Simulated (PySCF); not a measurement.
# Mn (manganese, neutral): UHF calculation

Configuration: [Ar] 3d5 4s1 4p1, high-spin 8P determinant (an excited configuration). All numbers are calculated (PySCF 2.14, the non-relativistic Hamiltonian (point nucleus), in aug-cc-pVTZ with one added diffuse shell each of s, p, d, f, g type (9s8p6d4f3g, 118 functions)).

- Total energy: -1149.828938 hartree
- One-electron energy: -1584.3657 hartree
- Hartree (Coulomb) energy: 485.5998 hartree
- Exchange energy: -51.0630 hartree
- Kinetic energy: 1149.89604 hartree
- ⟨S²⟩: 15.7504
- ⟨L²⟩: 2.033
- Sum of ⟨r⟩: 22.25 bohr
- Sum of ⟨r²⟩: 47.12 bohr²
- Traceless quadrupole moment −½Σ⟨3z² − r²⟩ along its main axis: -8.66 e·bohr²
- Density at the nucleus (Gaussians lack the cusp): 10500 bohr⁻³
- Spin density at the nucleus: 3.45 bohr⁻³
- Langevin diamagnetic susceptibility: -37.3 ×10⁻⁶ cm³/mol

```tsv
shell	electrons	mean orbital energy (eV)	spread (eV)	rms radius, mean of both spins (bohr)
1s α	1	-6546.3	0	0.0713
1s β	1	-6546.2	0	0.0713
2s α	1	-795.03	0	0.305
2s β	1	-791.27	0	0.305
2p α	3	-678.08	0.024	0.274
2p β	3	-674.43	0.071	0.274
3s α	1	-110.54	0	0.924
3s β	1	-99.116	0	0.924
3p α	3	-75.342	0.036	0.990
3p β	3	-61.678	0.281	0.990
3d α	5	-18.490	0.189	1.29
4s α	1	-9.498	0	3.38
4p α	1	-5.088	0	4.38
```

Spin-orbit constants ζ (cm⁻¹) from the X2C one-electron operator on these orbitals (non-relativistic here): bare nucleus, nucleus screened by l(l+1)(2l+1)/3 electrons, and screened by the Breit-Pauli mean field of the electrons.

```csv
shell,bare,screened nucleus,mean field
2p,57150,52580,n/a
3p,6811,6266,n/a
3d,602.6,361.6,n/a
4p,237.6,218.6,n/a
```

To first order the Landé constant is A = 31.23 cm⁻¹, so the lowest level has J = 5/2 and lies 0.0174 eV below the centre of the term. This holds in LS coupling only.
